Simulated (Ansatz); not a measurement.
Single points on the cluster B₈H₁₃⁻.

```yaml
crystal:
  periodic: [false, false, false]
  atoms:
    - {symbol: B, position_ang: [1.172210, -0.550155, -0.075274]}
    - {symbol: B, position_ang: [0.557467, 0.803254, -1.034743]}
    - {symbol: B, position_ang: [-0.194282, -1.598992, 0.560347]}
    - {symbol: B, position_ang: [-1.801886, -1.261073, -0.265931]}
    - {symbol: B, position_ang: [0.495192, -0.378182, 1.589252]}
    - {symbol: B, position_ang: [0.783277, 0.961596, 0.659182]}
    - {symbol: B, position_ang: [-0.270741, -0.897189, -1.089498]}
    - {symbol: B, position_ang: [0.386840, 2.425218, -0.174460]}
    - {symbol: H, position_ang: [-2.380484, -2.195731, -0.786377]}
    - {symbol: H, position_ang: [0.875740, -0.447922, 2.729757]}
    - {symbol: H, position_ang: [1.164767, 3.166777, -0.723752]}
    - {symbol: H, position_ang: [-1.553350, -1.652208, 0.940649]}
    - {symbol: H, position_ang: [1.307021, 1.022841, -1.947961]}
    - {symbol: H, position_ang: [-0.044574, -1.445349, -2.140243]}
    - {symbol: H, position_ang: [1.178477, 2.131348, 1.014360]}
    - {symbol: H, position_ang: [2.279521, -0.982582, -0.265540]}
    - {symbol: H, position_ang: [-2.465954, -0.272664, 0.001992]}
    - {symbol: H, position_ang: [0.125382, -2.763640, 0.668865]}
    - {symbol: H, position_ang: [-0.653045, 0.403555, -1.354374]}
    - {symbol: H, position_ang: [-0.604184, 2.926389, 0.312003]}
    - {symbol: H, position_ang: [-0.357396, 0.604708, 1.381747]}
basis:
  gaussian: {orbitals: def2-TZVPD, initial_orbitals: start.molden}
total_charge: -1
hamiltonian: {xc: pbe0, dispersion: d4}
scf: {omitted_lower_state_checks: [starts]}
output: {orbitals: {seedname: orbitals}}
```

The file start.molden holds the orbitals of an earlier run on this structure, at another level or in another basis.

```sh
$ ansatz run in.yaml --threads 4 --pin off --events-out ev --progress --plain --max-ram 4787MiB
```

It prints (some lines left out):

```
Functional definition: PBE0
1983 factors; their error is unknown
mean field evaluation 1: about -5285.9559 eV, gradient 3.5e2 eV
mean field evaluation 2: about -5402.2756 eV, gradient 1.8e2 eV
mean field evaluation 4: about -5578.2494 eV, gradient 6.0e1 eV
mean field evaluation 8: about -5617.6560 eV, gradient 3.7e-1 eV
mean field -5617.65644048 eV, -206.4450664033 hartree, gradient 1.2e-5 eV, S^2 0.000000; 0 other end points of the search recorded, 0 dependent functions left out
reference -5617.65650715 eV, -206.4450688535 hartree; 27, 27 occupied and 386, 386 virtual orbitals, 1983 factors
Total energy: -5618.21239167 eV, -206.4654972329 hartree
Checks for a lower state left out: starts
```

Run time 13 s (4 threads of Arm Neoverse V2 on a shared host), peak host memory 1.2 GiB.

First input, but with `gaussian: {orbitals: def2-SVPD, initial_orbitals: start.molden}`, `hamiltonian: {xc: pbe}`, `correlation: {method: rpa}` and without the key `output` (abridged; 11 s):

```
Functional definition: PBE
mean field -5610.42835278 eV, -206.1794390798 hartree, gradient 4.2e-6 eV, S^2 0.000000
8 core orbitals not correlated: weight in the atoms' cores, before any rotation towards them, 1.000 or more for the frozen orbitals, at most 0.000 for the correlated occupied ones
Total energy: -5613.32673513 eV, -206.2859526664 hartree
Checks for a lower state left out: starts
```

The first input with `gaussian: {orbitals: STO-3G}`, `hamiltonian: {xc: hf}` (abridged; 0.25 s):

```
Functional definition: HF
mean field -5505.71314929 eV, -202.3312263299 hartree, gradient 8.6e-6 eV, S^2 0.000000
Total energy: -5505.71314929 eV, -202.3312263299 hartree
Checks for a lower state left out: starts
```

As the first input, with `hamiltonian: {xc: {name: LC-wPBE}}` (abridged; 13 s):

```
Functional definition: LC-wPBE
mean field -5621.26973654 eV, -206.5778525844 hartree, gradient 1.0e-5 eV, S^2 0.000000
Total energy: -5621.26973656 eV, -206.5778525849 hartree
Checks for a lower state left out: starts
```

The first input with `hamiltonian: {xc: {name: wB97X-V}}` (abridged; 29 s):

```
Functional definition: wB97X-V
mean field -5624.29990926 eV, -206.6892093781 hartree, gradient 1.1e-5 eV, S^2 0.000000
Total energy: -5624.29990513 eV, -206.6892092259 hartree
Checks for a lower state left out: starts
```

The first input with `gaussian: {orbitals: def2-SVPD, initial_orbitals: start.molden}`, `correlation: {method: mp2}` and without the key `hamiltonian` (abridged; 7 s):

```
Functional definition: HF
mean field -5573.12214058 eV, -204.8084610683 hartree, gradient 3.3e-6 eV, S^2 0.000000
8 core orbitals not correlated: weight in the atoms' cores, before any rotation towards them, 1.000 or more for the frozen orbitals, at most 0.000 for the correlated occupied ones
second order -24.17910776 eV of doubles, -0.00000000 eV of singles
Total energy: -5597.30124833 eV, -205.6970268892 hartree
Checks for a lower state left out: starts
```

The first input with `gaussian: {orbitals: def2-SVPD, initial_orbitals: start.molden}` (abridged; 6 s):

```
Functional definition: PBE0
mean field -5612.28302572 eV, -206.2475970530 hartree, gradient 1.9e-5 eV, S^2 0.000000
Total energy: -5612.83896200 eV, -206.2680273347 hartree
Checks for a lower state left out: starts
```

Geometry: r2SCAN-D4/def2-SVPD.

LC-ωPBE has ω = 0.4 bohr⁻¹. Correlated methods freeze 8 core orbitals. The structure comes from a short search, and lower isomers may exist.
